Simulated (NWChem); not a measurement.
System: CH4NO cation; SMILES [OH+]=CN

The following NWChem deck was run.

```
start job
memory heap 200 mb stack 900 mb global 1100 mb
charge 1
geometry units angstroms noautosym nocenter noautoz
  N      0.180380    -1.106426     0.000000
  C     -0.426284     0.039466     0.000000
  O      0.119315     1.192733     0.000000
  H      1.195959    -1.210116     0.000000
  H     -0.366836    -1.967207     0.000000
  H     -1.524038     0.058903     0.000000
  H      1.093322     1.218584     0.000000
end
basis spherical
  N library def2-svpd
  C library def2-svpd
  O library def2-svpd
  H library def2-svpd
end
dft
  xc b3lyp
  iterations 150
end
property
  response 1 0.0773
end
task dft property
```

Output (shortened):

```
             Northwest Computational Chemistry Package (NWChem) 7.3.0
             --------------------------------------------------------

                             Geometry "geometry" -> ""
                             -------------------------

 Output coordinates in angstroms (scale by  1.889725989 to convert to a.u.)

  No.       Tag          Charge          X              Y              Z
 ---- ---------------- ---------- -------------- -------------- --------------
    1 N                    7.0000     0.18038000    -1.10642600     0.00000000
    2 C                    6.0000    -0.42628400     0.03946600     0.00000000
    3 O                    8.0000     0.11931500     1.19273300     0.00000000
    4 H                    1.0000     1.19595900    -1.21011600     0.00000000
    5 H                    1.0000    -0.36683600    -1.96720700     0.00000000
    6 H                    1.0000    -1.52403800     0.05890300     0.00000000
    7 H                    1.0000     1.09332200     1.21858400     0.00000000

 Effective nuclear repulsion energy (a.u.)      78.8058911457

                              NWChem Property Module
                              ----------------------

                                 NWChem DFT Module
                                 -----------------

 Summary of "ao basis" -> "ao basis" (spherical)
 ------------------------------------------------------------------------------
       Tag                 Description            Shells   Functions and Types
 ---------------- ------------------------------  ------  ---------------------
 N                         def2-svpd                 8       20   4s2p2d
 C                         def2-svpd                 8       20   4s2p2d
 O                         def2-svpd                 9       23   4s3p2d
 H                         def2-svpd                 4        8   2s2p

            General Information
            -------------------
          SCF calculation type: DFT
          Wavefunction type:  closed shell.
          No. of atoms     :     7
          No. of electrons :    24
           Alpha electrons :    12
            Beta electrons :    12
          Charge           :     1
          Spin multiplicity:     1
          Use of symmetry is: off; symmetry adaption is: off
          Maximum number of iterations: 150
          AO basis - number of functions:    95
                     number of shells:    41
          Convergence on energy requested:  1.00D-06
          Convergence on density requested:  1.00D-05
          Convergence on gradient requested:  5.00D-04

              XC Information
              --------------
                         B3LYP Method XC Potential
                     Hartree-Fock (Exact) Exchange  0.200
                        Slater Exchange Functional  0.800 local
                    Becke 1988 Exchange Functional  0.720 non-local
              Lee-Yang-Parr Correlation Functional  0.810
                  VWN I RPA Correlation Functional  0.190 local

             Grid Information
             ----------------
          Grid used for XC integration:  medium
          Radial quadrature: Mura-Knowles
          Angular quadrature: Lebedev.
          Tag              B.-S. Rad. Rad. Pts. Rad. Cut. Ang. Pts.
          ---              ---------- --------- --------- ---------
          N                   0.65       49          10.0       434
          C                   0.70       49           8.0       434
          O                   0.60       49          10.0       434
          H                   0.35       45          11.0       434
          Grid pruning is: on
          Number of quadrature shells:   327
          Spatial weights used:  Erf1

      Superposition of Atomic Density Guess
      -------------------------------------

 Sum of atomic energies:        -168.56098378

 Renormalizing density from      25.00 to     24

      Non-variational initial energy
      ------------------------------

 Total energy =    -165.590558
 1-e energy   =    -369.093099
 2-e energy   =     124.696650
 HOMO         =      -0.793675
 LUMO         =      -0.371625

   convergence    iter        energy       DeltaE   RMS-Dens  Diis-err
 ---------------- ----- ----------------- --------- --------- ---------
 d= 0,ls=0.0,diis     1   -169.9604187727 -2.49D+02  1.85D-02  1.59D+00
 d= 0,ls=0.0,diis     2   -169.7981129352  1.62D-01  1.03D-02  3.27D+00
 d= 0,ls=0.0,diis     3   -170.0992151290 -3.01D-01  2.52D-03  1.14D-01
 d= 0,ls=0.0,diis     4   -170.1075902111 -8.38D-03  1.08D-03  2.92D-02
 d= 0,ls=0.0,diis     5   -170.1104729703 -2.88D-03  2.93D-04  1.55D-03
  Resetting Diis
 d= 0,ls=0.0,diis     6   -170.1106530540 -1.80D-04  4.40D-05  2.54D-05
 d= 0,ls=0.0,diis     7   -170.1106559498 -2.90D-06  7.29D-06  2.72D-07
 d= 0,ls=0.0,diis     8   -170.1106559695 -1.96D-08  2.85D-06  9.78D-08

         Total DFT energy =     -170.110655969452
      One electron energy =     -379.860733222525
           Coulomb energy =      153.046112930938
    Exchange-Corr. energy =      -22.101926823585
 Nuclear repulsion energy =       78.805891145719

 Numeric. integr. density =       24.000003100193

                       DFT Final Molecular Orbital Analysis
                       ------------------------------------

 Vector   10  Occ=2.000000D+00  E=-7.103115D-01
              MO Center= -2.5D-02,  3.9D-01,  1.6D-08, r^2= 1.4D+00
   Bfn.  Coefficient  Atom+Function         Bfn.  Coefficient  Atom+Function
  ----- ------------  ---------------      ----- ------------  ---------------
    47      0.444269  3 O  pz                27      0.361915  2 C  pz
    50      0.284002  3 O  pz                 7     -0.253282  1 N  pz
    10      0.162805  1 N  pz                30      0.090409  2 C  pz
    53      0.037114  3 O  pz                60     -0.036973  3 O  d -1
    17      0.028627  1 N  d -1              39      0.028323  2 C  d  1

 Vector   11  Occ=2.000000D+00  E=-6.506732D-01
              MO Center= -1.3D-01,  9.0D-01, -1.3D-09, r^2= 1.4D+00
   Bfn.  Coefficient  Atom+Function         Bfn.  Coefficient  Atom+Function
  ----- ------------  ---------------      ----- ------------  ---------------
    46     -0.378712  3 O  py                45      0.352913  3 O  px
    43     -0.249835  3 O  s                 49     -0.231774  3 O  py
    80      0.218515  6 H  s                 88      0.215057  7 H  s
    42     -0.208709  3 O  s                 48      0.189887  3 O  px
     6      0.170446  1 N  py                44     -0.169868  3 O  s

 Vector   12  Occ=2.000000D+00  E=-5.832921D-01
              MO Center=  1.3D-01, -2.4D-01,  1.1D-09, r^2= 1.9D+00
   Bfn.  Coefficient  Atom+Function         Bfn.  Coefficient  Atom+Function
  ----- ------------  ---------------      ----- ------------  ---------------
     7      0.491289  1 N  pz                47      0.416494  3 O  pz
    10     -0.329260  1 N  pz                50      0.283846  3 O  pz
    27     -0.112792  2 C  pz                32      0.043948  2 C  d -1
    30     -0.040247  2 C  pz                71     -0.033207  4 H  pz
    53      0.027637  3 O  pz                79     -0.027207  5 H  pz

 Vector   13  Occ=0.000000D+00  E=-2.764243D-01
              MO Center= -2.4D-01, -9.6D-02, -3.1D-09, r^2= 1.8D+00
   Bfn.  Coefficient  Atom+Function         Bfn.  Coefficient  Atom+Function
  ----- ------------  ---------------      ----- ------------  ---------------
    27      0.594290  2 C  pz                30      0.442410  2 C  pz
     7      0.330332  1 N  pz                10     -0.290162  1 N  pz
    47     -0.289597  3 O  pz                50     -0.235417  3 O  pz
    71     -0.067593  4 H  pz                39      0.063297  2 C  d  1
    79     -0.058065  5 H  pz                95     -0.041297  7 H  pz

 Vector   14  Occ=0.000000D+00  E=-1.988491D-01
              MO Center=  1.2D+00,  8.9D-02, -4.0D-11, r^2= 4.6D+00
   Bfn.  Coefficient  Atom+Function         Bfn.  Coefficient  Atom+Function
  ----- ------------  ---------------      ----- ------------  ---------------
    24      1.154638  2 C  s                  4      1.059692  1 N  s
    81     -0.476500  6 H  s                 65     -0.375337  4 H  s
    73     -0.354447  5 H  s                 69      0.348010  4 H  px
    51      0.344106  3 O  px                93      0.331365  7 H  px
    44      0.297972  3 O  s                 89     -0.281020  7 H  s

 Vector   15  Occ=0.000000D+00  E=-1.669690D-01
              MO Center= -6.0D-01, -9.2D-01, -3.6D-09, r^2= 6.0D+00
   Bfn.  Coefficient  Atom+Function         Bfn.  Coefficient  Atom+Function
  ----- ------------  ---------------      ----- ------------  ---------------
    24      2.458313  2 C  s                 44     -1.917430  3 O  s
     4      0.686241  1 N  s                 81     -0.574414  6 H  s
    73     -0.522460  5 H  s                 78     -0.469752  5 H  py
    89      0.421130  7 H  s                 52      0.309917  3 O  py
     3     -0.296210  1 N  s                 85     -0.290176  6 H  px

     Multipole analysis of the density
     ---------------------------------

[...]

 DFT Linear Response polarizability / au
 Frequency  =       0.0773000 / au
 Wavelength =     589.4353558 / nm
              X              Y              Z
 -----------------------------------------------
 X      22.9192688     -0.2554592     -0.0000000
 Y      -0.2554497     30.3770541     -0.0000000
 Z      -0.0000000     -0.0000000     15.3200189
 -----------------------------------------------
 Eigenvalues =      22.9105285     30.3857944     15.3200189
 Isotropic   =      22.8721139
 Anisotropic =      13.0474716
 -----------------------------------------------

 Magnetic Dipole Response Matrix (nonzero elements):

 Exiting AOResponse driver routine
```

Level: B3LYP/def2-SVPD. All runs use the structure optimised with PBE0/def2-SVP.
